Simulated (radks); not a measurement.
Species: Ge6+. Configuration: [He] 2s2 2p5 3s2 3p6 3d9 (not the ground configuration).

Method: scalar-relativistic Kohn-Sham, PBEsol, spin-polarised, spherical densities, finite nucleus; open shells are filled with parallel spins first; Fermi nuclear charge, rms radius 4.0742 fm; computed with a radial shooting solver on a logarithmic mesh with Libxc functionals.

Energy parts (hartree):
total: -2041.78779
kinetic: 2079.24445
electron-nucleus: -4814.56257
Hartree: 766.26692
exchange-correlation: -72.73658

Orbitals (lengths in bohr, moments of r in powers of bohr; r(90%) holds 90 % of the orbital's charge):
orbital  occ.  eigenvalue (hartree)  r(90%)
1s up       1             -409.9991  0.0840
1s down     1             -409.8043  0.0840
2s up       1             -56.23522   0.321
2s down     1             -55.91307   0.322
2p up       3             -50.20965   0.295
2p down     2             -49.83407   0.296
3s up       1             -10.29413   0.897
3s down     1             -10.21120   0.900
3p up       3              -8.34923   0.937
3p down     3              -8.26385   0.941
3d up       5              -5.09752    1.03
3d down     4              -5.01223    1.04

The highest occupied level is 3d down at -136.39 eV. The spin density at the nucleus is -1.842 e/bohr^3 (1s -9.152, 2s 5.545, 3s 1.765). The density falls to 0.001 e/bohr^3 at r = 2.04 bohr. Summed over all electrons, <r^2> = 8.204 bohr^2, which gives a Langevin (diamagnetic) susceptibility term of -6.5 x 10^-6 cm^3/mol. The electron density at the nucleus is 3.211e+04 e/bohr^3 (large components only).
